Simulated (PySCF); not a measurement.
I$_{4}$Sn (SMILES [I][Sn]([I])([I])[I]), singlet, geometry from GFN2-xTB (such geometries of metal compounds can be far from the true shape) (core potentials on I, Sn); DF-R2SCAN/def2-SVPD in PySCF.

Here is a job for PySCF.
```python
from pyscf import gto, scf, dft

mol = gto.M(
    atom='''
I    -1.651702   -0.644434   -2.090480
Sn    0.000000   -0.000000   -0.000000
I     0.584527    2.676556   -0.088889
I     2.319478   -1.448511   -0.188047
I    -1.252303   -0.583610    2.367416
''',
    basis='def2-svpd',
    ecp={'I': 'def2-svpd', 'Sn': 'def2-svpd'},
    charge=0,
    spin=0,
    verbose=4,
)

mf = dft.RKS(mol)
mf.xc = 'r2scan'
mf = mf.density_fit(auxbasis='def2-universal-jkfit')
mf.kernel()
```

The log (banner, timings and long lists left out):

```
PySCF version 2.14.0

[INPUT] verbose = 4
[INPUT] num. atoms = 5
[INPUT] num. electrons = 122
[INPUT] charge = 0
[INPUT] spin (= nelec alpha-beta = 2S) = 0
[INPUT] symmetry False subgroup None
[INPUT] Mole.unit = angstrom
[INPUT] Symbol           X                Y                Z      unit          X                Y                Z       unit  Magmom
[INPUT]  1 I     -1.651702000000  -0.644434000000  -2.090480000000 AA   -3.121264419396  -1.217803765358  -3.950434668881 Bohr   0.0
[INPUT]  2 Sn     0.000000000000   0.000000000000   0.000000000000 AA    0.000000000000   0.000000000000   0.000000000000 Bohr   0.0
[INPUT]  3 I      0.584527000000   2.676556000000  -0.088889000000 AA    1.104595942414   5.057957797061  -0.167975865486 Bohr   0.0
[INPUT]  4 I      2.319478000000  -1.448511000000  -0.188047000000 AA    4.383178171954  -2.737289078420  -0.355357328546 Bohr   0.0
[INPUT]  5 I     -1.252303000000  -0.583610000000   2.367416000000 AA   -2.366509694971  -1.102863063557   4.473767862913 Bohr   0.0

nuclear repulsion = 868.048387137535
number of shells = 64
number of NR pGTOs = 347
number of NR cGTOs = 172
basis = def2-svpd
ecp = {'I': 'def2-svpd', 'Sn': 'def2-svpd'}

******** <class 'pyscf.df.df_jk.DFRKS'> ********
method = DFRKS
initial guess = minao
damping factor = 0
level_shift factor = 0
DIIS = <class 'pyscf.scf.diis.CDIIS'>
diis_start_cycle = 1
diis_space = 8
diis_damp = 0
SCF conv_tol = 1e-09
SCF conv_tol_grad = None
SCF max_cycles = 50
direct_scf = False
XC library pyscf.dft.libxc version 7.1.2
    S. Lehtola, C. Steigemann, M. J. T. Oliveira, and M. A. L. Marques,  SoftwareX 7, 1–5 (2018)
XC functionals = r2scan
    J. W. Furness, A. D. Kaplan, J. Ning, J. P. Perdew, and J. Sun,  J. Phys. Chem. Lett. 11, 8208–8215 (2020)
    J. W. Furness, A. D. Kaplan, J. Ning, J. P. Perdew, and J. Sun,  J. Phys. Chem. Lett. 11, 9248–9248 (2020)
    J. W. Furness, A. D. Kaplan, J. Ning, J. P. Perdew, and J. Sun,  J. Phys. Chem. Lett. 11, 8208–8215 (2020)
    J. W. Furness, A. D. Kaplan, J. Ning, J. P. Perdew, and J. Sun,  J. Phys. Chem. Lett. 11, 9248–9248 (2020)
radial grids:
    Treutler-Ahlrichs [JCP 102, 346 (1995); DOI:10.1063/1.469408] (M4) radial grids

becke partition: Becke, JCP 88, 2547 (1988); DOI:10.1063/1.454033
pruning grids: <function nwchem_prune>
grids dens level: 3
symmetrized grids: False
atomic radii adjust function: <function treutler_atomic_radii_adjust>
small_rho_cutoff = 0
Set gradient conv threshold to 3.16228e-05
Initial guess from minao.
tot grids = 109792
init E= -1253.65145257215
  HOMO = -2.08240030936843  LUMO = -2.06254631026345  gap/eV = 0.54025
cycle= 1 E= -1399.83029975118  delta_E= -146  |g|= 6.17  |ddm|= 24.3

WARN: HOMO 0.0581336944570548 == LUMO 0.0581379738821382

cycle= 2 E= -1378.93583414696  delta_E= 20.9  |g|= 10.4  |ddm|=  142
  HOMO = -0.421654314318973  LUMO = -0.393627843653702  gap/eV = 0.76264
cycle= 3 E= -1402.7348659751  delta_E= -23.8  |g|= 3.14  |ddm|=  144
  HOMO = -0.2911159905529  LUMO = -0.0528936990693554  gap/eV = 6.48236
cycle= 4 E= -1403.83098066798  delta_E= -1.1  |g|= 2.22  |ddm|= 7.84
  HOMO = -0.240618852817299  LUMO = -0.15424542664373  gap/eV = 2.35034
cycle= 5 E= -1405.77988925915  delta_E= -1.95  |g|= 0.411  |ddm|= 3.59
  HOMO = -0.255597925263816  LUMO = -0.179966345915539  gap/eV = 2.05804
cycle= 6 E= -1405.83186037406  delta_E= -0.052  |g|= 0.13  |ddm|= 0.693
  HOMO = -0.26410397354717  LUMO = -0.183666077575753  gap/eV = 2.18883
cycle= 7 E= -1405.83562418593  delta_E= -0.00376  |g|= 0.0433  |ddm|= 0.278
  HOMO = -0.261496840899206  LUMO = -0.179296991142196  gap/eV = 2.23677
cycle= 8 E= -1405.83635902918  delta_E= -0.000735  |g|= 0.00569  |ddm|= 0.0746
  HOMO = -0.261490036850991  LUMO = -0.17922065440309  gap/eV = 2.23866
cycle= 9 E= -1405.83636850218  delta_E= -9.47e-06  |g|= 0.000956  |ddm|= 0.00689
  HOMO = -0.261478374400934  LUMO = -0.179184691712834  gap/eV = 2.23933
cycle= 10 E= -1405.83636880113  delta_E= -2.99e-07  |g|= 0.000279  |ddm|= 0.00157
  HOMO = -0.26147899553777  LUMO = -0.179177798185428  gap/eV = 2.23953
cycle= 11 E= -1405.83636883154  delta_E= -3.04e-08  |g|= 6.25e-05  |ddm|= 0.000536
  HOMO = -0.26147991324193  LUMO = -0.179178336036383  gap/eV = 2.23954
cycle= 12 E= -1405.83636883318  delta_E= -1.64e-09  |g|= 1.83e-05  |ddm|= 0.000168
  HOMO = -0.261480480553577  LUMO = -0.179178717338793  gap/eV = 2.23955
cycle= 13 E= -1405.83636883333  delta_E= -1.5e-10  |g|= 1.73e-06  |ddm|= 4.17e-05
  HOMO = -0.261480711980815  LUMO = -0.179178753905854  gap/eV = 2.23955
Extra cycle  E= -1405.83636883333  delta_E= -1.36e-12  |g|= 2.91e-06  |ddm|= 8e-06
converged SCF energy = -1405.83636883333
```
